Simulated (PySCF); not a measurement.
## Spin states and ions at one geometry of [ReH5]−

PySCF 2.14.0, UKS BP86, Re def2-SVP with ECP60, H def2-SVP; non-relativistic Hamiltonian with scalar-relativistic core potentials where named; density fitting; no spin-orbit coupling; singlets restricted, open shells unrestricted. The geometry is relaxed for charge -1, doublet, vacuum:

```xyz
6

Re   -0.1221   -0.0013   -0.3461
H     0.1866   -0.0042    1.3106
H     0.5091    0.0080   -2.0312
H     1.5133    0.0092   -0.0381
H    -1.0912    1.0249    0.5513
H    -1.0792   -1.0366    0.5531
```

Energies count from the relaxed state; an electron taken off or put on is at rest in vacuum. Charges and spins are Mulliken's.

Q: Order these states by energy, lowest first.
A. charge -1, doublet, vacuum
B. charge 0, triplet, vacuum
C. charge -1, quartet, vacuum
D. charge -1, sextet, vacuum

A: A (0.00 eV), C (0.31 eV), B (1.53 eV), D (3.92 eV).

Q: How do charge and spin on the first atom follow?

A: 
```tsv
state	spin squared	charge on Re1 (e)	spin on Re1 (e)	dipole about the centre of mass (D)
charge -1, doublet, vacuum	0.81	-0.40	1.13	0.73
charge -1, quartet, vacuum	3.76	-0.30	3.11	0.24
charge -1, sextet, vacuum	8.76	-0.60	3.94	1.26
charge 0, triplet, vacuum	2.02	0.41	2.20	1.01
```

With an electron taken off (triplet) the charges change, summed by element, by Re +0.81 e, H +0.19 e. The vertical ionisation energy is 1.53 eV, against −ε(HOMO) = -1.34 eV over both spins of the relaxed state. The level lies 2.9 eV too high, as is usual for semilocal functionals and global hybrids, which keep a self-interaction error.

Open shells may have lower solutions than those found. The basis has no diffuse functions, which an anion needs.
